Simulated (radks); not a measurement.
Sc11+, configuration [Ne]. All-electron calculation, scalar-relativistic Kohn-Sham, LDA (Slater exchange, VWN5 correlation), spin-polarised, spherical densities, finite nucleus; Fermi nuclear charge, rms radius 3.5459 fm. Program: a radial shooting solver on a logarithmic mesh with Libxc functionals.

Radial electron density D(r) = 4 pi r^2 rho(r):

```
   r/bohr * D(r) (the largest magnitude, 24.9, reaches the edge; | marks zero)
 0.007019 |      *
 0.008573 |        *
  0.01039 |           *
  0.01269 |                *
  0.01537 |                     *
  0.01878 |                           *
  0.02293 |                                  *
  0.02779 |                                         *
  0.03394 |                                               *
  0.04113 |                                                    *
  0.05023 |                                                     *
  0.06086 |                                                    *
  0.07434 |                                               *
   0.0908 |                                          *
     0.11 |                                      *
   0.1344 |                                       *
   0.1628 |                                            *
   0.1989 |                                                   *
    0.241 |                                                      *
   0.2943 |                                                  *
   0.3595 |                                       *
   0.4356 |                        *
    0.532 |           *
   0.6446 |    *
   0.7873 |*
    0.954 *
    1.165 *
```

D(r) has 2 maxima, at r = 0.0502, 0.243 bohr, and minima at 0.118 bohr, inside which lie 2.16 electrons.
